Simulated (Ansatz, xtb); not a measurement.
Two isomers of C6H5NO

We compare X, `N#CC1=C(O)CC=C1`, a singlet, with Y, `N#CC1=CCC=C1O`, a singlet. Both are isolated molecules in the gas phase, relaxed with r2SCAN-D4/def2-SVP; the shapes shown needn't be the lowest conformers.

X (Å):

```xyz
13

C    -1.4175    2.7814    0.8253
C    -0.9300    1.8618   -0.1312
C    -0.4553    0.6119    0.1985
C    -0.0185   -0.1056   -1.0376
C    -0.3007    0.8891   -2.1286
C    -0.8243    2.0146   -1.5915
N    -1.8065    3.4933    1.6674
O    -0.3571    0.0363    1.3935
H    -0.6871    0.6500    2.0722
H     1.0489   -0.3879   -0.9700
H    -0.5751   -1.0541   -1.1573
H    -0.1032    0.7050   -3.1849
H    -1.1320    2.9149   -2.1256
```

Y (Å):

```xyz
13

C    -2.0832    2.4280    0.8163
C    -1.1147    1.6006    0.1851
C    -0.1780    0.8171    0.7892
C     0.6242    0.1243   -0.2637
C     0.0389    0.6019   -1.5570
C    -0.9749    1.4631   -1.2782
N    -2.8787    3.1077    1.3301
O    -1.8045    2.1538   -2.0765
H    -0.0316    0.7080    1.8645
H     0.5647   -0.9760   -0.1420
H     1.7008    0.3675   -0.1602
H     0.3833    0.2973   -2.5463
H    -1.5908    1.9607   -2.9997
```

Quicker runs give these differences E(Y) − E(X): GFN2-xTB +0.177 eV; HF/STO-3G +0.183 eV (at GFN2-xTB geometries); r2SCAN-D4/def2-SVP//GFN2-xTB +0.205 eV.

Q: Estimate E(Y) − E(X) at the level CCSD(T)/def2-SVP + ΔMP2/def2-TZVPP.

A: Calculated at CCSD(T)/def2-SVP + ΔMP2/def2-TZVPP: E(Y) − E(X) = +0.138 eV, so structure X lies lower.

The same difference at several levels:

| level | geometry | E(Y) − E(X) (eV) | departure from the last row (eV) | job, with rough time for the two |
| --- | --- | --- | --- | --- |
| GFN2-xTB | GFN2-xTB | +0.177 | +0.039 | optimisation, 0.22 s |
| HF/STO-3G | GFN2-xTB | +0.183 | +0.046 | single point, 0.88 s |
| r2SCAN-D4/def2-SVP//GFN2-xTB | GFN2-xTB | +0.205 | +0.067 | single point, 5.4 s |
| r2SCAN-D4/def2-SVP | r2SCAN-D4/def2-SVP | +0.204 | +0.067 | optimisation, 49 s |
| HF/def2-SVP | r2SCAN-D4/def2-SVP | +0.175 | +0.038 | part of the CCSD(T) run |
| MP2/def2-SVP | r2SCAN-D4/def2-SVP | +0.148 | +0.010 | part of the CCSD(T) run |
| CCSD(T)/def2-SVP | r2SCAN-D4/def2-SVP | +0.146 | +0.008 | single point |
| CCSD(T)/def2-SVP + ΔMP2/def2-TZVPP | r2SCAN-D4/def2-SVP | +0.138 |  | single point, 1.9 min |

As drawn, both hold the same kinds of bond in the same numbers.

The levels shown agree on the order. The largest departure from CCSD(T)/def2-SVP + ΔMP2/def2-TZVPP is that of r2SCAN-D4/def2-SVP//GFN2-xTB, 0.067 eV. The last row adds to CCSD(T) the change of the MP2 difference between the two basis sets, here −0.008 eV.

With thermal terms from frequencies at re-optimised GFN2-xTB minima (ideal gas, soft modes damped towards free rotors, one conformer each, 298.15 K, 1 atm): on the last row, ΔE + ΔZPE = +0.129, ΔH = +0.130, ΔG = +0.129 eV.

The correlated steps freeze 8 core orbitals. Programs: Ansatz 0.2.0, xtb 6.7.1; the last row on 2 threads of Intel(R) Xeon(R) Processor @ 2.70GHz on a shared host.
